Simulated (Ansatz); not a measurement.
`N=C(O)CO` + `[SiH3]S` → `OCS[SiH3]` + `N=CO`  (substitution at a C–C bond)

Gas-phase electronic energies from Ansatz, PBE0-D4/def2-TZVP geometries. CBS: MP2 limit from def2 TZ/QZ plus the TZ coupled-cluster correction, frozen cores. This one scheme is used for every species. DFT in def2-TZVPP. B3LYP here is the variant with VWN-RPA as its local correlation; programs differ in this. Each species was taken in one conformer, which may not be the lowest.

Problem. Is it downhill or uphill in electronic energy at CCSD(T)/CBS, and by how much? (Estimate.)

Solution. The calculation gave: Uphill: ΔE = +25.4 kJ/mol.

Problem. What do these levels give: r2SCAN-D4, PBE0-D4, B3LYP-D4, ωB97M-V, B2PLYP, PBE, B3LYP, MP2/def2-TZVPP, SCS-MP2/def2-TZVPP, CCSD/def2-TZVPP, MP2/CBS(def2), CCSD/CBS(def2)? (Best estimate.)

Solution. Computed: r2SCAN-D4 23.2, PBE0-D4 23.6, B3LYP-D4 22.1, ωB97M-V 27.5, B2PLYP 25.5, PBE 18.4, B3LYP 24.9, MP2/def2-TZVPP 26.2, SCS-MP2/def2-TZVPP 27.2, CCSD/def2-TZVPP 31.9, MP2/CBS(def2) 22.6, CCSD/CBS(def2) 28.3 kJ/mol.

Largest T1 diagnostic among the species: 0.014.

In def2-TZVPP, CCSD(T) changes the Hartree–Fock value by −8.0 kJ/mol (the triples alone add −2.9 kJ/mol) and MP2 by −10.8 kJ/mol. From PBE to PBE0 (25 % exact exchange), in def2-TZVPP and without D4, ΔE moves by +6.7 kJ/mol.
